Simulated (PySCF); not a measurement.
CH$_{5}$MgNO (SMILES C[O][Mg][NH2]), singlet, geometry from GFN2-xTB (such geometries of metal compounds can be far from the true shape). Base run: LC-WPBE/6-31G, TDA run with PySCF.

The PySCF input:
```python
from pyscf import gto, scf, dft, tdscf

mol = gto.M(
    atom='''
Mg    0.91986293    0.11420625    0.09575925
O    -0.39551637   -0.26933166   -0.92112658
C    -1.71280254   -0.49502796   -1.27611905
H    -2.33890647    0.38407749   -1.07390941
H    -1.75929014   -0.71125236   -2.35152557
H    -2.13157079   -1.35229538   -0.73283989
N     1.06622982    0.58732091    1.92059707
H     0.61890244   -0.12127200    2.49420422
H     0.54984709    1.44384201    2.09650707
''',
    basis='6-31g',
    verbose=4,
)

mf = dft.RKS(mol)
mf.xc = 'lc_wpbe'
mf.kernel()
td = mf.TDA()
td.nstates = 5
td.kernel()
td.analyze()
```

Variants of this job, named by their change:

| change | first excitation (eV) | oscillator strength of the first | second (eV) | core-seconds (rough) |
|---|---|---|---|---|
| base | 3.81 | 0.009 | 4.82 | 50 |
| functional = camb3lyp | 3.09 | 0.007 | 4.15 | 50 |
| response = full linear response | 3.79 | 0.009 | 4.81 | 100 |
| functional = m062x | 3.31 | 0.009 | 4.40 | 80 |
| nstates = 10 | 3.81 | 0.009 | 4.82 | 80 |
| guess vectors = 13 for 5 states | 3.81 | 0.009 | 4.82 | 60 |
| functional = pbe0 | 2.89 | 0.006 | 3.88 | 40 |
| conv_tol = 1e-3 | 3.81 | 0.009 | 4.82 | 50 |
| functional = blyp | 2.03 | 0.004 | 2.91 | 40 |
| states = triplets | 3.48 | - | 4.56 | 70 |
| functional = hf | 4.56 | 0.016 | 6.03 | 3 |

An iterative solver can miss low states, so a row lists the states that it found.
